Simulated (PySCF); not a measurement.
Computed with PBE0-D4/def2-TZVP in PySCF. All species are isolated molecules in the gas phase. One relaxed conformer stands for a flexible species; it need not be the lowest. Excitations are Tamm–Dancoff values on a coarser integration grid. The basis has no diffuse functions, so Rydberg states are missing or too high.

Reference species (SMILES): `O[SiH3]` (neutral, multiplicity 1).

| Quantity | Result |
|---|---|
| HOMO–LUMO gap | 8.77 eV |
| S1 oscillator strength | 0.002 |
| HOMO | -8.73 eV |
| S1 excitation (TDA) | 7.14 eV |

Changed species: `O=C(O)[SiH2]O` (X = carboxy; the reference has X = H).

**Question.** Predict the effect on the HOMO–LUMO gap, S1 oscillator strength, HOMO and S1 excitation (TDA).

**Answer.** the HOMO–LUMO gap falls by 1.45 eV, to 7.32 eV; the S1 oscillator strength stays essentially unchanged; the HOMO rises by 0.55 eV, to -8.18 eV; the S1 excitation (TDA) falls by 1.90 eV, to 5.24 eV.
